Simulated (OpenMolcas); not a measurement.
# CH7NSn (SMILES C[NH][SnH3]): the energy, rung by rung

CH7NSn: 10 atoms, total charge 0, spin state singlet. SMILES: `C[NH][SnH3]`. The shape is that of a PBE0-D4/def2-TZVP optimisation.

```jsonl
{"atom": "C", "x (Å)": "-0.8984", "y (Å)": "0.7580", "z (Å)": "-0.8792"}
{"atom": "N", "x (Å)": "-0.3430", "y (Å)": "-0.5329", "z (Å)": "-0.5165"}
{"atom": "Sn", "x (Å)": "0.8973", "y (Å)": "-0.6294", "z (Å)": "1.0851"}
{"atom": "H", "x (Å)": "-1.6642", "y (Å)": "0.6376", "z (Å)": "-1.6527"}
{"atom": "H", "x (Å)": "-1.3968", "y (Å)": "1.2011", "z (Å)": "-0.0117"}
{"atom": "H", "x (Å)": "-0.1682", "y (Å)": "1.4946", "z (Å)": "-1.2475"}
{"atom": "H", "x (Å)": "0.0373", "y (Å)": "-1.0040", "z (Å)": "-1.3262"}
{"atom": "H", "x (Å)": "1.4517", "y (Å)": "-2.2390", "z (Å)": "1.1699"}
{"atom": "H", "x (Å)": "-0.0526", "y (Å)": "-0.1955", "z (Å)": "2.4337"}
{"atom": "H", "x (Å)": "2.2202", "y (Å)": "0.4584", "z (Å)": "0.9480"}
```

Quantity: the energy change with the Sn3–H10 bond stretched from 1.718 to 3.780 Å, in eV. The values are calculated.

```tsv
level	kind	program	value (eV)	less CCSD(T)/def2-SVP
HF/def2-SVP (core potential) (unrestricted)	Hartree–Fock	OpenMolcas	2.54	-0.45
SVWN5/def2-SVP (core potential) (restricted)	LDA	OpenMolcas	3.44	+0.45
PBE/def2-SVP (core potential) (restricted)	GGA	OpenMolcas	3.31	+0.32
revPBE/def2-SVP (core potential) (restricted)	GGA	OpenMolcas	3.25	+0.26
M06-L/def2-SVP (core potential) (restricted)	meta-GGA	OpenMolcas	3.59	+0.60
r2SCAN/def2-SVP (core potential) (restricted)	meta-GGA	OpenMolcas	3.62	+0.63
BHLYP/def2-SVP (core potential) (restricted)	global hybrid	OpenMolcas	4.32	+1.33
B2PLYP/def2-SVP (core potential) (restricted)	double hybrid	OpenMolcas	3.78	+0.79
MP2/def2-SVP (core potential) (restricted)	perturbation theory	OpenMolcas	4.16	+1.17
CCSD(T)/def2-SVP (core potential) (restricted)	coupled cluster or CI	OpenMolcas	2.99	0.00
```

Differences are taken from CCSD(T)/def2-SVP (core potential) (restricted) for orientation; it has basis-set and higher-order errors of its own. At this stretch a single reference begins to fail. The first shape isn't each level's own minimum. The values span 2.54 to 4.32 eV. Spin contamination of the reference (⟨S²⟩ at least 0.1 too high) touches HF/def2-SVP. In the correlated wave-function rows the outer d shell of Sn is correlated, in sets not made for it.
